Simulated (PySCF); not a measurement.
Molecule: `CCOCCCF`, C5H11FO.

Geometry (Å), atoms numbered from 1 in this order:
```xyz
18

C     2.6342    0.6991   -0.7974
C     1.7504   -0.2961   -0.0637
O     0.4092   -0.0589   -0.4259
C    -0.5040   -0.9171    0.2155
C    -1.9167   -0.5260   -0.2090
C    -2.3023    0.8328    0.3563
F    -2.4457    0.7576    1.7232
H     2.5007    0.5894   -1.8698
H     3.6767    0.5267   -0.5458
H     2.3607    1.7127   -0.5180
H     1.8697   -0.1854    1.0261
H     2.0318   -1.3281   -0.3295
H    -0.3008   -1.9638   -0.0625
H    -0.4064   -0.8315    1.3089
H    -1.9603   -0.4721   -1.2965
H    -2.6215   -1.2800    0.1431
H    -3.2640    1.1766   -0.0371
H    -1.5203    1.5703    0.1572
```

Frames of a GFN2-xTB Langevin trajectory at 300 K; GIAO PBE0/pcSseg-1 shieldings in PySCF 2.14, gas phase, non-relativistic; equivalent atoms averaged within each frame.

δ = σ(ref) − σ, references computed at the same level: ¹³C (186.93 ppm) and ¹H (31.72 ppm) against TMS; ¹⁷O (336.08 ppm) against H2O; ¹⁹F (170.95 ppm) against CFCl3. The references are static minima.

**Question.** How do the shifts (ppm) fluctuate along the trajectory?

**Answer.** 
```csv
time (fs),C6,C4,C2,C5,C1,O3,F7,H17/H18,H11/H12,H13/H14
optimised geometry,82.4,69.5,71.1,36.5,18.0,50.4,-256.5,4.87,3.61,3.71
250,88.7,80.5,74.4,38.4,24.2,52.2,-242.5,5.12,3.56,3.55
425,77.9,68.0,72.5,40.0,19.4,51.5,-263.3,4.14,3.33,3.46
625,85.0,81.0,73.6,41.0,15.9,49.3,-246.4,5.34,4.19,3.72
800,86.1,73.5,73.8,33.3,20.0,52.0,-254.6,4.56,4.67,3.86
1000,83.8,78.9,72.6,39.6,17.7,56.8,-236.4,4.04,3.84,4.01
mean of frames,84.3,76.4,73.4,38.5,19.4,52.4,-248.6,4.64,3.92,3.72
standard deviation,4.0,5.5,0.8,3.0,3.1,2.7,10.5,0.58,0.53,0.22
```

5 frames give an uncertainty of the mean of about the standard deviation over 2.2 at best, since frames this close in time may not be independent; classical motion lacks zero-point vibration, and the reference would need the same averaging.
